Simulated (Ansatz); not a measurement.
`B[Se]CF` + `BCl` → `FCBCl` + `B[SeH]`  (formal exchange of groups at a C–Se bond)

Gas-phase electronic energies from Ansatz, PBE0-D4/def2-TZVP geometries. CCSD(T)/CBS is the MP2 limit (def2-TZVPP, def2-QZVPP) plus CCSD(T) − MP2 in def2-TZVPP, frozen cores. This one scheme is used for every species. Functionals use def2-TZVPP. B3LYP here is the variant with VWN-RPA as its local correlation; programs differ in this. HSE06 is defined as in plane-wave codes. For Se outer-core shells are correlated without core-valence functions, which leaves a few kJ/mol of doubt a bond. Scalar relativity is left out up to krypton. Each species was taken in one conformer, which may not be the lowest.

| level | ΔE (kJ/mol) | difference from CCSD(T)/CBS |
| --- | --- | --- |
| LDA (SPW92) | -52.7 | -10.6 |
| BLYP-D4 | -40.1 | 2.0 |
| r2SCAN-D4 | -46.5 | -4.4 |
| B97M-V | -52.2 | -10.1 |
| PBE0-D4 | -46.5 | -4.4 |
| B3LYP-D4 | -43.8 | -1.7 |
| r2SCANh-D4 | -47.2 | -5.1 |
| r2SCAN0-D4 | -48.2 | -6.1 |
| HSE06-D4 | -46.3 | -4.2 |
| BHLYP-D4 | -46.6 | -4.5 |
| CAM-B3LYP-D4 | -48.0 | -5.9 |
| ωB97X-V | -45.0 | -2.9 |
| ωB97M-V | -46.4 | -4.3 |
| B2PLYP | -42.8 | -0.7 |
| PBE-QIDH | -45.1 | -3.0 |
| PBE | -44.4 | -2.3 |
| revPBE | -42.3 | -0.2 |
| r2SCAN | -46.7 | -4.6 |
| PBE0 | -47.3 | -5.2 |
| B3LYP | -45.4 | -3.3 |
| r2SCANh | -47.5 | -5.4 |
| r2SCAN0 | -48.5 | -6.4 |
| HSE06 | -47.1 | -5.0 |
| BHLYP | -48.3 | -6.2 |
| CAM-B3LYP | -48.9 | -6.8 |
| LC-ωPBE | -50.4 | -8.3 |
| RPA@PBE/def2-TZVPP | -36.7 | 5.4 |
| HF/def2-SVP | -61.2 | -19.1 |
| MP2/def2-SVP | -55.1 | -13.0 |
| CCSD(T)/def2-SVP | -56.6 | -14.5 |
| HF/def2-TZVPP | -47.9 | -5.8 |
| MP2/def2-TZVPP | -38.4 | 3.7 |
| CCSD/def2-TZVPP | -43.6 | -1.5 |
| CCSD(T)/def2-TZVPP | -41.1 | 1.0 |
| HF/def2-QZVPP | -47.7 | -5.6 |
| MP2/def2-QZVPP | -38.9 | 3.2 |
| SCS-MP2/def2-QZVPP | -38.4 | 3.7 |
| HF/CBS(def2) | -47.6 | -5.5 |
| MP2/CBS(def2) | -39.3 | 2.8 |
| CCSD/CBS(def2) | -44.5 | -2.4 |
| CCSD(T)/CBS | -42.1 | 0 |

**Question.** What do rigid-rotor, harmonic-oscillator terms from PBE0-D4/def2-TZVP frequencies (298.15 K, 1 bar) make of the CCSD(T)/CBS value? (Best estimate.)

**Answer.** Computed: ΔZPE = -2.1 kJ/mol, ΔH = -45.0 kJ/mol, ΔS = 1 J/(mol·K), ΔG = -45.4 kJ/mol.

Largest T1 diagnostic among the species: 0.013.

At CCSD(T), def2-SVP lies −14.5 kJ/mol from the extrapolated value and def2-TZVPP +1.0 kJ/mol. Leaving LDA and LC-ωPBE aside and taking each functional with its dispersion term where it has one, the values spread over 12.1 kJ/mol, from B97M-V to BLYP-D4. LDA lies −8.2 kJ/mol from PBE without D4.
